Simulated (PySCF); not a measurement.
vanadium atom (V), quartet (typed; the unrestricted solution is spin-contaminated); PBE/cc-pVDZ in PySCF.

Here is a job for PySCF.
```python
from pyscf import gto, scf, dft, solvent

mol = gto.Mole()
mol.atom = '''
    V     0.000000    0.000000    0.000000
'''
mol.basis = 'cc-pvdz'
mol.charge = 0
mol.spin = 3
mol.verbose = 4
mol.build()

mf = dft.UKS(mol)
mf.xc = 'pbe'
mf.kernel()
```

Output, abridged:

```
PySCF version 2.14.0

[INPUT] verbose = 4
[INPUT] num. atoms = 1
[INPUT] num. electrons = 23
[INPUT] charge = 0
[INPUT] spin (= nelec alpha-beta = 2S) = 3
[INPUT] symmetry False subgroup None
[INPUT] Mole.unit = angstrom
[INPUT] Symbol           X                Y                Z      unit          X                Y                Z       unit  Magmom
[INPUT]  1 V      0.000000000000   0.000000000000   0.000000000000 AA    0.000000000000   0.000000000000   0.000000000000 Bohr   0.0

nuclear repulsion = 0
number of shells = 7
number of NR pGTOs = 122
number of NR cGTOs = 43
basis = cc-pvdz
ecp = {}

******** <class 'pyscf.dft.uks.UKS'> ********
method = UKS
initial guess = minao
damping factor = 0
level_shift factor = 0
DIIS = <class 'pyscf.scf.diis.CDIIS'>
diis_start_cycle = 1
diis_space = 8
diis_damp = 0
SCF conv_tol = 1e-09
SCF conv_tol_grad = None
SCF max_cycles = 50
direct_scf = True
direct_scf_tol = 1e-13
number electrons alpha = 13  beta = 10
XC library pyscf.dft.libxc version 7.1.2
    S. Lehtola, C. Steigemann, M. J. T. Oliveira, and M. A. L. Marques,  SoftwareX 7, 1–5 (2018)
XC functionals = pbe
    J. P. Perdew, K. Burke, and M. Ernzerhof,  Phys. Rev. Lett. 77, 3865 (1996)
    J. P. Perdew, K. Burke, and M. Ernzerhof,  Phys. Rev. Lett. 78, 1396 (1997)
    J. P. Perdew, K. Burke, and M. Ernzerhof,  Phys. Rev. Lett. 77, 3865 (1996)
    J. P. Perdew, K. Burke, and M. Ernzerhof,  Phys. Rev. Lett. 78, 1396 (1997)
radial grids:
    Treutler-Ahlrichs [JCP 102, 346 (1995); DOI:10.1063/1.469408] (M4) radial grids

becke partition: Becke, JCP 88, 2547 (1988); DOI:10.1063/1.454033
pruning grids: <function nwchem_prune>
grids dens level: 3
symmetrized grids: False
atomic radii adjust function: <function treutler_atomic_radii_adjust>
small_rho_cutoff = 0
Set gradient conv threshold to 3.16228e-05
tot grids = 20904
init E= -943.469561507823

cycle= 1 E= -943.028155917094  delta_E= 0.441  |g|= 0.947  |ddm|= 2.36
cycle= 2 E= -939.663449779441  delta_E= 3.36  |g|= 2.08  |ddm|= 7.82
cycle= 3 E= -943.535501680023  delta_E= -3.87  |g|= 0.431  |ddm|= 7.59
cycle= 4 E= -943.600019608142  delta_E= -0.0645  |g|= 0.254  |ddm|= 2.03
cycle= 5 E= -943.606121104791  delta_E= -0.0061  |g|= 0.277  |ddm|= 1.55
cycle= 6 E= -943.641378913587  delta_E= -0.0353  |g|= 0.147  |ddm|= 0.469
cycle= 7 E= -943.643376114766  delta_E= -0.002  |g|= 0.149  |ddm|= 0.933
cycle= 8 E= -943.651274453942  delta_E= -0.0079  |g|= 0.113  |ddm|= 0.157
cycle= 9 E= -943.662523490884  delta_E= -0.0112  |g|= 0.0129  |ddm|= 0.383
cycle= 10 E= -943.662840517034  delta_E= -0.000317  |g|= 0.00995  |ddm|= 0.0812
cycle= 11 E= -943.662982903579  delta_E= -0.000142  |g|= 0.0069  |ddm|= 0.0633
cycle= 12 E= -943.663062117109  delta_E= -7.92e-05  |g|= 0.00357  |ddm|= 0.0753
cycle= 13 E= -943.663070547107  delta_E= -8.43e-06  |g|= 0.00342  |ddm|= 0.0182
cycle= 14 E= -943.663062790519  delta_E= 7.76e-06  |g|= 0.00538  |ddm|= 0.0235
cycle= 15 E= -943.663073744638  delta_E= -1.1e-05  |g|= 0.00405  |ddm|= 0.00723
cycle= 16 E= -943.6630765987  delta_E= -2.85e-06  |g|= 0.0038  |ddm|= 0.0171
cycle= 17 E= -943.663087249135  delta_E= -1.07e-05  |g|= 0.000374  |ddm|= 0.0164
cycle= 18 E= -943.663087201045  delta_E= 4.81e-08  |g|= 0.000325  |ddm|= 0.00535
cycle= 19 E= -943.663087637987  delta_E= -4.37e-07  |g|= 9.93e-05  |ddm|= 0.01
cycle= 20 E= -943.663087701501  delta_E= -6.35e-08  |g|= 7.55e-05  |ddm|= 0.0014
cycle= 21 E= -943.663087721369  delta_E= -1.99e-08  |g|= 6.31e-05  |ddm|= 0.000427
cycle= 22 E= -943.663087780872  delta_E= -5.95e-08  |g|= 6.33e-05  |ddm|= 0.00129
cycle= 23 E= -943.663088623733  delta_E= -8.43e-07  |g|= 6.18e-05  |ddm|= 0.0198
cycle= 24 E= -943.663089330578  delta_E= -7.07e-07  |g|= 5.15e-05  |ddm|= 0.0198
cycle= 25 E= -943.66308953061  delta_E= -2e-07  |g|= 9.7e-05  |ddm|= 0.00658
cycle= 26 E= -943.663090182301  delta_E= -6.52e-07  |g|= 0.00044  |ddm|= 0.0383
cycle= 27 E= -943.66308987047  delta_E= 3.12e-07  |g|= 4.05e-05  |ddm|= 0.0259
cycle= 28 E= -943.663090286054  delta_E= -4.16e-07  |g|= 0.000215  |ddm|= 0.023
cycle= 29 E= -943.6630903147  delta_E= -2.86e-08  |g|= 9.7e-05  |ddm|= 0.00216
cycle= 30 E= -943.663090562383  delta_E= -2.48e-07  |g|= 0.00024  |ddm|= 0.0237
cycle= 31 E= -943.66309068441  delta_E= -1.22e-07  |g|= 0.000182  |ddm|= 0.0151
cycle= 32 E= -943.66309069719  delta_E= -1.28e-08  |g|= 9.24e-05  |ddm|= 0.00331
cycle= 33 E= -943.663090705975  delta_E= -8.79e-09  |g|= 0.000184  |ddm|= 0.00964
cycle= 34 E= -943.663090732993  delta_E= -2.7e-08  |g|= 1.12e-05  |ddm|= 0.00362
cycle= 35 E= -943.663090751773  delta_E= -1.88e-08  |g|= 7.17e-06  |ddm|= 0.00678
cycle= 36 E= -943.663090751755  delta_E= 1.8e-11  |g|= 1.1e-05  |ddm|= 8.47e-05
Extra cycle  E= -943.663090748045  delta_E= 3.71e-09  |g|= 7.6e-05  |ddm|= 0.000263
converged SCF energy = -943.663090748045  <S^2> = 4.3288684  2S+1 = 4.2796581
```
